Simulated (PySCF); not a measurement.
Compound: C7H8N2.
SMILES with atom numbers: `[CH3:1]/[N:2]=[CH:3]/[c:4]1[cH:5][cH:6][cH:7][n:8][cH:9]1` (hydrogens: H10, H11, H12 on C1; H13 on C3; H14 on C5; H15 on C6; H16 on C7; H17 on C9)

Geometry (PBE0-D3(BJ)/def2-SVP, Å), atoms numbered from 1 in this order:
```
atom  x, y, z in Å
C1     3.3131    0.0410    0.0267
N2     1.9374    0.4088    0.1649
C3     1.0539   -0.4997    0.1560
C4    -0.3779   -0.2066    0.2959
C5    -0.8536    1.1022    0.4444
C6    -2.2196    1.3046    0.5717
C7    -3.0655    0.1912    0.5463
N8    -2.6296   -1.0570    0.4064
C9    -1.3194   -1.2423    0.2847
H10    3.8792    0.3961    0.9041
H11    3.7472    0.5581   -0.8453
H12    3.4832   -1.0486   -0.0867
H13    1.3176   -1.5727    0.0414
H14   -0.1329    1.9233    0.4556
H15   -2.6347    2.3080    0.6898
H16   -4.1497    0.3217    0.6446
H17   -0.9800   -2.2801    0.1695
```

Method used: TDDFT PBE0/def2-SVPD, vertical, gas phase, core orbitals frozen in the response (PySCF 2.14.0, density-fitted response routines).

Computed singlets with f of 0.002 or more:

```tsv
state	ν̃ (cm⁻¹)	f
S3	40310	0.0025
S4	40340	0.258
S5	43760	0.224
S7	50380	0.144
S8	55510	0.398
S10	56270	0.038
```

Q: Turn these into Einstein A coefficients, radiative lifetimes, transition dipoles and integrated cross-sections.

A: Relations used (vacuum, state to state): A = 0.6670 f ν̃² s⁻¹ (ν̃ in cm⁻¹); τ = 1/A; f = (2/3) ΔE |μ|² in atomic units; ∫σ dE = 109.76 f Mb·eV.

```csv
state,A (s⁻¹),τ,|μ| (D),∫σ dE (Mb·eV)
S3,2.7×10⁶,370 ns,0.36,0.27
S4,2.8×10⁸,3.6 ns,3.69,28
S5,2.9×10⁸,3.5 ns,3.30,25
S7,2.4×10⁸,4.1 ns,2.47,16
S8,8.2×10⁸,1.2 ns,3.91,44
S10,8.1×10⁷,12 ns,1.20,4.2
```

Leading configurations: S3 H-1→L+1 (73%); S4 H→L (70%); S5 H-3→L (44%); S7 H→L+1 (49%); S8 H-3→L+1 (79%); S10 H-4→L (57%) (H = HOMO, L = LUMO).

These lifetimes count emission to the ground state at the vertical energy alone; relaxation of the geometry and all other decay channels are left out.

Q: What is the integrated cross-section of all computed states together?

A: Σf = 1.068 over S1 to S10, so 109.76 × Σf ≈ 117 Mb·eV.

Q: By what factor does the largest A in the list exceed the smallest?

A: S8 has 300 times the rate of S3.

Q: Suppose S3 emitted 0.3 eV lower with the same transition dipole. How would A change?

A: At fixed |μ|, A goes as the cube of the energy: (4.70/5.00)³ = 0.83, which makes τ about 450 ns.

All these states lie below the vertical ionisation energy of 9.06 eV (ΔSCF).

The run took 7.5 min wall on one thread, Intel Xeon Platinum 8259CL at 2.50 GHz (x86_64), shared host with 96 logical CPUs at a one-minute load of 57, and the process peaked at 1.2 GiB of memory.

One conformer stands for the species.
